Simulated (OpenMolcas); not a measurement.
# Au3+ in a point-charge field

Au3+ among 5 point charges of -2 e arranged as a square pyramid (C4v), 1.81 Å from the ion, with the axial distance 1.792 Å.

| Quantity | Value |
| --- | --- |
| Program | OpenMolcas 26.06 |
| Method | SS-CASPT2, IPEA 0.25 Eh, imaginary shift 0.1 Eh (closed shells correlated: 4f 5s 5p) |
| Basis | ANO-RCC-VDZP [7s6p4d2f] |
| Scalar Hamiltonian | DKH2, point nucleus |
| Active space | 8 electrons in 5 orbitals (5d) |
| State averaging | 2S+1 = 3 even, 10 roots; 2S+1 = 1 even, 15 roots |
| Spin-orbit coupling | RASSI with atomic mean-field integrals over the reference wave functions |

The lowest spin-free states, above the lowest:

| State | Degeneracy | E (cm-1) | Free-ion L (%) |
| --- | --- | --- | --- |
| 2S+1 = 1 | 1 | 0 | G (61) |
| 2S+1 = 3 | 1 | 1620 | P (56) |
| 2S+1 = 3 | 2 | 4740 | F (92) |
| 2S+1 = 3 | 1 | 10350 | F (100) |
| 2S+1 = 1 | 1 | 10580 | G (100) |
| 2S+1 = 1 | 2 | 16850 | D (58) |
| 2S+1 = 1 | 1 | 17010 | D (73) |
| 2S+1 = 3 | 2 | 19230 | F (90) |
| 2S+1 = 3 | 1 | 25090 | F (100) |
| 2S+1 = 1 | 1 | 25590 | G (52) |
| 2S+1 = 1 | 1 | 30260 | D (85) |
| 2S+1 = 3 | 1 | 31280 | F (56) |
| 2S+1 = 1 | 2 | 32070 | G (75) |
| 2S+1 = 3 | 2 | 42060 | P (83) |
| 2S+1 = 1 | 1 | 42400 | G (73) |
| 2S+1 = 1 | 1 | 42950 | G (85) |
| 2S+1 = 1 | 2 | 49630 | G (83) |
| 2S+1 = 1 | 1 | 51120 | G (84) |
| 2S+1 = 1 | 1 | 66410 | S (78) |

The lowest levels with spin-orbit coupling:

```
E (cm-1)  Degeneracy      2S+1               g
       0           1  1 (52 %)                
    4130           1         3                
    5210           1  3 (87 %)                
    6110           2         3  0.00 0.00 2.08
   10210           1         3                
   11440           2         3  0.00 0.00 3.82
   12740           1  3 (79 %)                
   17600           1  3 (57 %)                
   18100           2  3 (80 %)  0.00 0.00 1.40
   21290           1  1 (81 %)                
   22620           1  3 (90 %)                
   23800           2  3 (76 %)  0.00 0.00 2.83
   24900           1  3 (72 %)                
   25320           1  1 (50 %)                
   25540           1  3 (83 %)                
   27640           2  3 (73 %)  0.00 0.00 0.02
   28400           1  3 (81 %)                
   29700           1         3                
   37050           2  3 (63 %)  0.00 0.00 2.54
   38520           1  1 (58 %)
```

Powder χT (cm3 K/mol): 0 at 2 K, 0.00314 at 10 K, 0.0157 at 50 K, 0.0314 at 100 K, 0.0628 at 200 K, 0.0942 at 300 K. The effective moment at 300 K is 2.828 √(χT) = 0.87 μB.

Spin-orbit coupling mixes the spin-free states strongly: the lowest level takes only 50 % from its leading state, 2S+1 = 1. Real 4d8 and 5d8 ions are as a rule square planar and diamagnetic. This shell can be high or low spin here, a state of another spin lies low, and with metal d orbitals alone active their balance is uncertain, so the ground spin may be wrong, although the usual error favours high spin. Free-ion shares, where given, are those of the reference states; single-state CASPT2 does not remix them. This is an electrostatic model: the charges have no orbitals. An unlabelled pair can be two single states that coincide in this model. No measured value stands beside these numbers.

A state without a sure symmetry label is named by its multiplicity alone. With an even number of electrons the g values are those of a degenerate or nearly degenerate non-Kramers pair.
